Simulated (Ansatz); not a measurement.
Consider the cleavage of the B–B bond: `SBBCl` + `O[SiH2]F` → `F[SiH2]OBS` + `BCl`.

Computed with Ansatz on PBE0-D4/def2-TZVP structures; ΔE is electronic, products minus reactants. CBS: MP2 limit from def2 TZ/QZ plus the TZ coupled-cluster correction, frozen cores. This one scheme is used for every species. DFT in def2-TZVPP. B3LYP here is the variant with VWN-RPA as its local correlation; programs differ in this. Each species was taken in one conformer, which may not be the lowest.

| level | ΔE (kJ/mol) |
| --- | --- |
| PBE0-D4 | -117.6 |
| B3LYP-D4 | -129.4 |
| PBE | -110.7 |
| SCS-MP2/def2-TZVPP | -131.7 |

**Question.** What does CCSD(T)/CBS give? (Best estimate.)

**Answer.** The calculation gave: -124.5 kJ/mol. The listed levels differ from it by 6.9, -4.9, 13.8, -7.2 kJ/mol.

Largest T1 diagnostic among the species: 0.015.

From PBE to PBE0 (25 % exact exchange), in def2-TZVPP and without D4, ΔE moves by −5.1 kJ/mol. The D4 term adds −3.2 kJ/mol with B3LYP and −1.8 kJ/mol with PBE0; it sums over pairs of atoms, weighted by their polarisabilities, and B3LYP, whose exchange is more repulsive, gets the larger term. In def2-TZVPP, CCSD(T) changes the Hartree–Fock value by +17.0 kJ/mol (the triples alone add +1.5 kJ/mol) and MP2 by +13.5 kJ/mol.
